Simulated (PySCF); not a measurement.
One molecule, one basis, several functionals.

C3H13NSi2.
Z-matrix (Å and degrees, PBE0-D3(BJ)/def2-SVP geometry), rows numbered from 1:
```
C 
C   1  1.5268
C   2  1.5232  1  111.76
N   2  1.4553  1  112.49  3  -124.62
Si  4  1.7344  2  124.46  1   -88.56
Si  5  2.3447  4  107.48  2  -171.87
H   1  1.1014  2  111.61  3   -58.32
H   1  1.1029  2  110.41  3    61.49
H   1  1.1006  2  110.94  3  -179.05
H   2  1.1057  1  107.89  3   118.29
H   3  1.1033  2  110.41  1   -62.23
H   3  1.0994  2  110.56  1   178.43
H   3  1.1007  2  111.49  1    57.28
H   4  1.0160  2  112.87  1    65.47
H   5  1.5068  4  115.86  2    66.72
H   5  1.4976  4  108.40  2   -52.08
H   6  1.4984  5  109.74  4   -50.23
H   6  1.4963  5  110.75  4  -169.63
H   6  1.4957  5  111.20  4    69.37
```

PySCF, pcSseg-1 basis, density fitting, gas phase, PBE0-D3(BJ)/def2-SVP geometry. One functional is left out:

```csv
functional,exact exchange (%),HOMO energy (eV),LUMO energy (eV),dipole moment (D)
B97-D,0,-5.43,-0.51,1.367
BLYP,0,-5.30,-0.50,1.360
BP86,0,-5.54,-0.74,1.399
LDA,0,-5.54,-0.90,1.367
OPBE,0,-5.40,-0.48,1.391
PBE,0,-5.43,-0.68,1.376
B3LYP,20,-6.54,-0.01,1.341
PBE0,25,-6.78,0.15,1.352
mPW1PW91,25,-6.81,0.18,1.351
BHandHLYP,50,-8.04,1.09,1.319
```

Task: Predict the row of B97-2 (21 % exact exchange) by straight lines through the other rows, and check it.

Result: 
| property | line | computed | computed − line | B3LYP (20 %), for comparison |
| --- | --- | --- | --- | --- |
| HOMO energy (eV) | -6.56 | -6.52 | +0.04 | -6.54 |
| LUMO energy (eV) | 0.06 | 0.17 | +0.11 | -0.01 |
| dipole moment (D) | 1.352 | 1.347 | -0.005 | 1.341 |

Task: Which of these properties follows the share of exact exchange most closely, and which least?

Result: Most closely the HOMO energy, least the dipole moment; the correlations over the tabulated rows are HOMO energy -0.997, LUMO energy 0.977, dipole moment -0.853. The HOMO energy moves by -0.527 eV for every 10 %. Functionals with the same share still differ in their other parts: at 0 % BLYP and BP86 differ by 0.24 eV in it.
